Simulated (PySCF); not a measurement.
Computed IR spectrum (relative IR intensity) of a molecule C2H5ClOSi. Geometry: PBE-D3(BJ)/def2-SVP. One conformer was computed; it need not be the lowest. Computed with PySCF with PBE-D3(BJ)/def2-SVP. Frequencies are harmonic and unscaled.

Lines under 2 % of the strongest are left out, and lines within 2 cm⁻¹ are merged.

ν (cm⁻¹): 445 (vw), 532 (m), 613 (w), 691 (vw), 703 (vw), 739 (vw), 823 (w), 870 (vs), 919 (m), 945 (w), 1004 (m), 1184 (vs), 1293 (w), 1354 (w), 1671 (s), 2190 (m), 2237 (m), 3067 (w) (against the strongest line: vs over 80 %, s over 45 %, m over 15 %, w over 4 %, vw less)

Problem. Which molecule gave these data?
A) C=CO[SiH2]Cl
B) O=CC[SiH2]Cl
C) Cl[SiH]1COC1
D) C=C(Cl)[SiH2]O

Solution. A, C=CO[SiH2]Cl
